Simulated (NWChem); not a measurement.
System: ZrSClF; SMILES [F][Zr](=[S])[Cl]

All runs: NWChem. All runs use the structure optimised with PBE0/def2-SVP (def2 core potentials past Kr).

For level Hartree-Fock/STO-3G, non-relativistic:

| Quantity | Value |
|---|---|
| highest occupied level (eV) | -6.12 |
| orbital gap (eV) | 10.02 |
| dipole (D) | 4.39 |

Problem. What are these values for level Hartree-Fock/3-21G, non-relativistic?

Solution. 
| Item | Result |
|---|---|
| highest occupied level (eV) | -10.45 |
| orbital gap (eV) | 9.24 |
| dipole (D) | 4.80 |
